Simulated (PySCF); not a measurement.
Compound: [Pt(edt)2]2-, C4H4PtS4 (charge -2 and singlet state).
Structure used (PBE0-D3(BJ)/def2-SVP), in Å, numbered top down from 1:
```xyz
13
C4H4PtS4 angstrom
Pt     0.0023   -0.0039    0.0015
S      2.3584    0.0101    0.0006
C      2.7066    1.7235   -0.0136
C      1.7553    2.6840   -0.0216
S      0.0386    2.3519   -0.0187
H      3.7713    2.0016   -0.0159
H      2.0436    3.7459   -0.0304
S     -2.3541   -0.0181   -0.0002
C     -2.7018   -1.7314    0.0163
C     -1.7504   -2.6918    0.0259
S     -0.0338   -2.3600    0.0240
H     -3.7663   -2.0102    0.0184
H     -2.0390   -3.7537    0.0360
```

Theory: PySCF, PBE0-D3(BJ)/def2-SVP geometry optimisation, gas phase, def2 core potentials past Kr.

Take the most abundant isotopes and a rigid rotor. The values belong to one conformer.

Problem. Give the principal moments of inertia and the rotational constants in GHz.

Solution. Ia = 375.47, Ib = 902.36, Ic = 1277.83 u·Å²; 505379 MHz·u·Å²/I gives 1346, 560.1 and 395.5 MHz, that is A = 1.3460, B = 0.5601, C = 0.3955 GHz.

Problem. What kind of rotor is it?

Solution. An asymmetric top; Ray's κ = -0.654.

Problem. What does the inertial defect say?

Solution. Planar: Δ = Ic − Ia − Ib = 0.00 u·Å². For a rigid frame Δ = −2 Σ m c², so it vanishes when all atoms lie in the ab plane; here none is more than 0.01 Å from it.

The point group D2h allows no dipole (computed: 0.00 D (about the centre of mass, as the species is charged)), so a rigid rotor has no electric-dipole lines.

Problem. Estimate the classical rotational partition function at 10 K, 200 K and 500 K.

Solution. Point group D2h, symmetry number σ = 4; q = (√π/σ)·√((kT/h)³/(ABC)), k/h = 20836.6 MHz/K: 2440 at 10 K, 218000 at 200 K, 863000 at 500 K.

Whether it is a minimum is left open (no frequencies). Whether so highly charged an anion holds all its electrons in the gas phase wasn't checked; a finite basis holds them in any case. No counter-ion or solvent screens the charge of this multiply charged ion. No vibrational averaging or centrifugal distortion is included, and the geometry carries the error of its method.
